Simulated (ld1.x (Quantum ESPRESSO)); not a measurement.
## Cs (Z = 55), TM: configuration errors across variants

ld1.x (Quantum ESPRESSO) 7.5 input, shortened:

```
&input
   title='Cs', zed=55., rel=1, dft='PBE', iswitch=3,
   config='[Xe] 5d0 6s1 6p0'
 /
 &inputp
   pseudotype=2, tm=.true., lloc=0,
   nlcc=.true., new_core_ps=.true., rcore=2.65
 /
3
6P  2  1   0.00   0.00  4.20  4.20  0.0
5D  3  2   0.00   0.00  4.20  4.20  0.0
6S  1  0   1.00   0.00  3.30  3.30  0.0
 &test
   configts(1)='5d0 6s1 6p0'
 /
```

All-electron excitation energies from the reference (eV): (1) 5d0 6s0.5 6p0 1.471; (2) 5d0 6s0 6p1 1.371; (3) 5d1 6s0 6p0 1.672; (4) 5d0.5 6s0.5 6p0 0.843.

A true bound ghost makes a file unfit for plane-wave use even where its test errors are small: the radial tests pick states by their node count and pass the ghost by.

Errors AE − PS in meV (a dash: test not solved or not reliable):

| change | (1) | (2) | (3) | (4) | bound ghosts |
| --- | --- | --- | --- | --- | --- |
| base | -1.6 | -9.6 | -4.3 | -1.6 | p |
| wave 6p (bound): rc 4.20 bohr becomes 6p (bound): rc 3.02 bohr | -1.6 | -9.9 | -4.3 | -1.6 | p |
| wave 6p (bound): rc 4.20 bohr becomes 6p (bound): rc 3.68 bohr | -1.6 | -7.7 | -4.3 | -1.5 | p |
| wave 6p (bound): rc 4.20 bohr becomes 6p (bound): rc 4.10 bohr | -1.6 | -9.0 | -4.3 | -1.5 | p |
| wave 6p (bound): rc 4.20 bohr becomes 6p (bound): rc 4.76 bohr | -1.6 | -12 | -4.3 | -1.5 | none |
| wave 6p (bound): rc 4.20 bohr becomes 6p (bound): rc 5.42 bohr | -1.6 | -14 | -4.3 | -1.5 | none |

Give the same row for: wave 6p (bound): rc 4.20 bohr becomes 6p (bound): rc 6.30 bohr.

-1.6, -13, -4.3, -1.5; bound ghosts: none.
